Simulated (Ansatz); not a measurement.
Which method gave which barrier?

Saddle point of SiN₃H₇O, closed shell (SiN₃H₇O ([NH2][Si]([NH2])([NH2])[OH]) → SiN₂H₄O ([NH2][Si]([NH2])[O]) + NH₃ (still joined by a long Si–N bond); bonds formed: N2–H4; bonds broken: O3–H4; bonds weakened to dative contacts: Si1–N2), PBE0-D4/def2-TZVP structure:

Si1  (-0.325, -0.244, 0.115)
N2  (0.837, 0.973, 0.963)
O3  (-0.937, -0.454, 1.557)
H4  (0.071, 0.473, 1.759)
N5  (-1.070, 0.612, -1.166)
N6  (0.505, -1.542, -0.591)
H7  (1.812, 0.718, 1.047)
H8  (0.750, 1.966, 0.791)
H9  (-1.477, 0.066, -1.910)
H10  (-1.670, 1.392, -0.946)
H11  (0.648, -2.398, -0.087)
H12  (0.855, -1.562, -1.532)
(Å)

Ansatz 0.2.0; basis: def2-TZVPP, with def2-QZVPP for the basis limit; cores frozen in the correlated methods. Extrapolation: Hartree–Fock as exp(−7.88 √X), correlation as X^−2.97. Four methods, as single points on the PBE0-D4 structures, gave these electronic barriers from the start structure: 1.445, 1.646, 1.764, 2.275 eV.

The methods were, in alphabetical order, CCSD(T), HF, PBE-D4, PBE0-D4. Which gave which? (A judgement: the text doesn't fix the answer.)

Computed: PBE-D4 1.445; PBE0-D4 1.646; CCSD(T) 1.764; HF 2.275 eV. For comparison, CCSD(T) at an estimated basis limit (MP2 extrapolated from triple and quadruple zeta, plus CCSD(T) − MP2 in triple zeta) gives 1.774 eV.

No T1 diagnostic of these runs exceeds 0.013.

Labels in which every atom is bracketed show which atoms are joined, not bond orders.

For scale, one of the runs: CCSD(T)/def2-TZVPP, 264 basis functions, launched by `ansatz run in.yaml --threads 8 --pin off --events-out ev --progress --plain --max-ram 19148MiB`. Hardware: 8 CPU threads of an Arm Neoverse V2, shared host. Wall time 93 s; peak host memory 6.7 GiB.
